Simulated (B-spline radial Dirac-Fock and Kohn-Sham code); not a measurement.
Br 3p1/2: cross section and angular parameters

System: the free bromine atom in the configuration [Ar] 3d10 4s2 4p5; threshold 189.0 eV (tabulated edge). These are calculated numbers from a B-spline atomic structure program; the model is Dirac-Hartree-Slater photoionisation with a Latter tail; cross sections with all multipoles, angular parameters from the dipole term and its interference with E2.

For linearly polarised light dσ/dΩ = σ/(4π) [1 + β P₂(cos θ) + (δ + γ cos²θ) sin θ cos φ], with θ from the polarisation vector and φ the angle between the beam and the projection of the electron momentum on the plane normal to the polarisation.

```
hν (eV)  σ (kb)       β       γ      δ
    203     169  -0.850  -0.115  0.046
    219     178  -0.416  -0.174  0.081
    269     209   0.586   0.102  0.070
    351     202   1.157   0.211  0.025
    390     189   1.285   0.180  0.015
    488     154   1.455   0.081  0.004
    800    76.4   1.601  -0.023  0.001
    890    63.7   1.610  -0.015  0.001
   1000    51.6   1.613   0.006  0.002
   1130    41.0   1.611   0.039  0.003
   1520    22.2   1.584   0.162  0.007
   1550    21.3   1.582   0.172  0.008
   1570    20.7   1.580   0.179  0.008
   2290       ?       ?       ?      ?
   2720    5.67   1.465   0.527  0.023
   2940    4.65   1.443   0.584  0.026
 2984.4    4.47   1.439   0.595  0.027
   3520    2.91   1.389   0.718  0.036
   4000    2.06   1.347   0.816  0.044
   5050    1.08   1.264   0.997  0.062
 5414.7   0.884   1.237   1.050  0.068
   5740   0.748   1.215   1.095  0.074
   7640   0.322   1.099   1.310  0.108
 9251.7   0.180   1.019   1.451  0.136
  10100   0.137   0.981   1.514  0.151
  13700  0.0520   0.848   1.722  0.211
```

Problem. Give the values at 2290 eV.

Solution. σ = 8.68 kb, β = 1.508, γ = 0.407, δ = 0.017.
